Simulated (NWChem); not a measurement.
System: SiNH2Cl, singlet; SMILES N[Si]Cl

Results from NWChem. Pople sets run with spherical d functions. Low-valent species are run as closed-shell singlets; no triplet was tried in these runs. Each level has its own optimisation; frequencies are unscaled. One conformer.

```json
[
 {"level": "PBE/def2-SVP", "r Cl–Si (Å)": "2.136", "r N–Si (Å)": "1.732", "r H–N (Å)": "1.026", "highest harmonic frequency (cm⁻¹)": "3563", "lowest (cm⁻¹)": "243", "zero-point energy (kcal/mol)": "16.8", "dipole (D)": "2.85"},
 {"level": "Hartree-Fock/6-31G*", "r Cl–Si (Å)": "2.118", "r N–Si (Å)": "1.697", "r H–N (Å)": "1.000", "highest harmonic frequency (cm⁻¹)": "3879", "lowest (cm⁻¹)": "283", "zero-point energy (kcal/mol)": "18.8", "dipole (D)": "3.34"},
 {"level": "PBE0/def2-SVP", "r Cl–Si (Å)": "2.119", "r N–Si (Å)": "1.713", "r H–N (Å)": "1.016", "highest harmonic frequency (cm⁻¹)": "3690", "lowest (cm⁻¹)": "257", "zero-point energy (kcal/mol)": "17.5", "dipole (D)": "2.88"}
]
```
